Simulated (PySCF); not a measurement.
C7H15PSi: full NMR table

- Formula: C7H15PSi
- SMILES: C=C1C[Si@@H](P)[C@H]1C(C)C
- InChI: InChI=1S/C7H15PSi/c1-5(2)7-6(3)4-9(7)8/h5,7,9H,3-4,8H2,1-2H3/t7-,9+/m0/s1
- Point group of the computed structure: C1
- Carbon signals: 7
- Proton signals: 10

Numbering as in the mapped SMILES `[CH2:1]=[C:2]1[CH2:3][Si@@H:4]([PH2:5])[C@H:6]1[CH:7]([CH3:8])[CH3:9]`. Hydrogens are named by the atom that carries them. Ha(C1) is cis to C3; Ha(C3) is cis to P5 on the ring; Hb(C1) is trans to C3; Hb(C3) is trans to P5 on the ring.

No relativistic terms, one conformer, no solvent model, fast rotation and ring inversion assumed for equivalent nuclei. GFN2-xTB structure; shieldings: GIAO PBE0/pcSseg-1; PySCF 2.14.

Chemical shifts δ = σref − σ; ¹H and ¹³C and ²⁹Si against TMS; ³¹P against H3PO4, all at this level.

```tsv
carbon	δC, type	δH (multiplicity)	HMBC from (2–3 bonds)	span of the C tensor (ppm)
C1	116.4, CH2	Ha(C1) 5.42 (m); Hb(C1) 5.30 (m)	H(C6), Hb(C3), Ha(C3)	202
C2	160.1, C	–	Ha(C1), Hb(C1), H(Si4), H(C6), Hb(C3), Ha(C3), H(C7)	230
C3	28.7, CH2	Ha(C3) 2.14 (m); Hb(C3) 2.64 (m)	Ha(C1), Hb(C1), H(Si4), H(C6), H(P5)	46
C6	49.2, CH	2.89 (m)	Ha(C1), Hb(C1), H(Si4), Hb(C3), Ha(C3), H(C7), H(P5), H(C8), H(C9)	47
C7	34.5, CH	1.96 (m)	H(Si4), H(C6), H(C8), H(C9)	16
C8	23.9, CH3	1.15 (d)	H(C6), H(C7), H(C9)	38
C9	21.2, CH3	1.08 (d)	H(C6), H(C7), H(C8)	29
```

Other nuclei:
| atoms | nucleus | environment | δ (ppm) | σ (ppm) |
| --- | --- | --- | --- | --- |
| H(Si4) | ¹H | hydrogen on a silicon bonded to 2 C, P, in a 4-membered ring | 5.14 | 26.58 |
| H(P5) | ¹H | hydrogen on a phosphorus bonded to Si | 1.44 | 30.28 |
| P5 | ³¹P | phosphorus bonded to Si, 2 H | -289.4 | 607.7 |
| Si4 | ²⁹Si | silicon bonded to 2 C, P, H, in a 4-membered ring | -20.0 | 369.1 |

δC 160.1: fully substituted alkene carbon; as expected for a trigonal carbon in a double bond. δC 116.4: terminal =CH2 carbon; an sp2 carbon of a C=C bond. δC 34.5: sp3 CH; aliphatic region, no heteroatom directly attached. δH 5.42, 5.30: hydrogen on a terminal =CH2 carbon; attached to an sp2 carbon and in the plane of the double bond. δH 2.89: hydrogen on an allylic sp3 CH bonded to Si; allylic position.

Splittings by ³¹P in the carbon and heteronuclear signals aren't shown, as no couplings were computed. Shifts are as computed. Against solution values, carbons near 30 ppm lie about +3 ppm off and those near 130 ppm about +5 ppm. Of 1309 compounds with measured shifts, 239 miss one by over three times the rms of a fit or turn the order of signals round; such compounds aren't used in these exercises. Experimental scales use liquid or dissolved standards, which lie at an offset from isolated H3PO4. No couplings were computed; multiplicities are counted from neighbouring protons, with m where these are inequivalent, close in shift, in a saturated or five-membered ring or joined by F or P, and br s for small geminal =CH2 splittings.
